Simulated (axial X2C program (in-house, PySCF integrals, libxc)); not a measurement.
**Ω levels of FRhF from open-shell CI on d7 s0 p(π)0**

Calculated with an in-house all-electron X2C program for linear molecules (integrals from PySCF): two-component X2C with atomic mean-field Coulomb and Gaunt terms, basis F dyall-av3z, Rh dyall-v3z (cores contracted in-house). Orbitals come from Hartree–Fock averaged over the configuration Rh d7 s0 p(π)0; CI then distributes these electrons over the d, s, p(π) shells of Rh.

F–Rh–F held linear, both bonds 1.924 Å (near the minimum of the configuration average).

Active spinors (ω > 0):

```tsv
shell	ω	ε (eV)	character
d	3/2	-11.73	100% Rh d
d	5/2	-11.38	100% Rh d
d	1/2	-10.52	90% Rh d, 6% F p
d	3/2	-10.31	90% Rh d, 6% F p
d	1/2	-9.08	71% Rh d, 15% Rh s, 10% F p
s	1/2	0.81	88% Rh s, 7% Rh d
p(π)	1/2	0.90	89% Rh p, 10% F p
p(π)	3/2	0.92	89% Rh p, 10% F p
```

Lowest levels of this model:

```json
{"Ω": "9/2", "energy (cm⁻¹)": "0", "g∥": "12.00", "configuration": "100% d7"}
{"Ω": "7/2", "energy (cm⁻¹)": "1096", "g∥": "8.04", "configuration": "100% d7"}
{"Ω": "1/2", "energy (cm⁻¹)": "1145", "g∥": "1.93", "configuration": "100% d7"}
{"Ω": "3/2", "energy (cm⁻¹)": "1288", "g∥": "5.76", "configuration": "100% d7"}
{"Ω": "5/2", "energy (cm⁻¹)": "2165", "g∥": "4.14", "configuration": "100% d7"}
{"Ω": "3/2", "energy (cm⁻¹)": "3240", "g∥": "0.19", "configuration": "100% d7"}
{"Ω": "5/2", "energy (cm⁻¹)": "4198", "g∥": "7.71", "configuration": "100% d7"}
{"Ω": "3/2", "energy (cm⁻¹)": "4745", "g∥": "3.90", "configuration": "100% d7"}
{"Ω": "1/2", "energy (cm⁻¹)": "5180", "g∥": "0.36", "configuration": "100% d7"}
{"Ω": "1/2", "energy (cm⁻¹)": "5817", "g∥": "3.57", "configuration": "100% d7"}
{"Ω": "7/2", "energy (cm⁻¹)": "6642", "g∥": "9.91", "configuration": "100% d7"}
{"Ω": "5/2", "energy (cm⁻¹)": "7693", "g∥": "6.10", "configuration": "100% d7"}
{"Ω": "3/2", "energy (cm⁻¹)": "8238", "g∥": "3.90", "configuration": "100% d7"}
{"Ω": "1/2", "energy (cm⁻¹)": "9008", "g∥": "1.59", "configuration": "100% d7"}
{"Ω": "5/2", "energy (cm⁻¹)": "10795", "g∥": "6.05", "configuration": "100% d7"}
{"Ω": "7/2", "energy (cm⁻¹)": "14344", "g∥": "8.03", "configuration": "100% d7"}
{"Ω": "9/2", "energy (cm⁻¹)": "21532", "g∥": "9.98", "configuration": "100% d7"}
{"Ω": "7/2", "energy (cm⁻¹)": "22802", "g∥": "7.35", "configuration": "100% d7"}
```

g∥ is the magnitude of 2⟨Lz + ge Sz⟩ for the +Ω component.

Task: From Ω and g∥ of the lowest level, whose 2⟨Lz + ge Sz⟩ is positive, find ⟨Sz⟩ and ⟨Lz⟩ (ge = 2.0023).

Result: Ω = ⟨Lz⟩ + ⟨Sz⟩ = 9/2 and ⟨Lz⟩ + ge⟨Sz⟩ = 6.000, so ⟨Sz⟩ = 1.50 and ⟨Lz⟩ = 3.00.

Occupations of the active spinors in the lowest level by ω, shell by shell in order of energy: -5/2: 0.00; -3/2: 0.99 0.01 0.00; -1/2: 1.00 0.00 0.00 0.00; 1/2: 1.00 1.00 0.00 0.00; 3/2: 1.00 1.00 0.00; 5/2: 1.00. The leading determinant has weight 0.99 among 463.

This point took 3.9 s on 1 thread of Arm Neoverse V2 (shared host).

There is no dynamic correlation: spin–orbit spacings and, for f shells, spacings inside one term are the most reliable numbers, splittings between terms come out too wide, and energies between configurations are not reliable, so the lowest level need not be the ground state of the molecule. For d shells the ligand-field splittings (σ, π, δ) and their order can be off by a thousand cm⁻¹ or more. At most 4 roots were kept for each Ω > 0 (twice that for Ω = 0) within 3.2 eV of the lowest, so higher up levels can be missing between those listed; levels with Ω > 0 are doubly degenerate and listed once, Ω = 0 levels singly. Some active spinors are only partly of the character that their shell is named for, so the shell names and counts are nominal. States that fill the shells left empty in the average are placed too high. The molecule was held linear; bending was not examined.
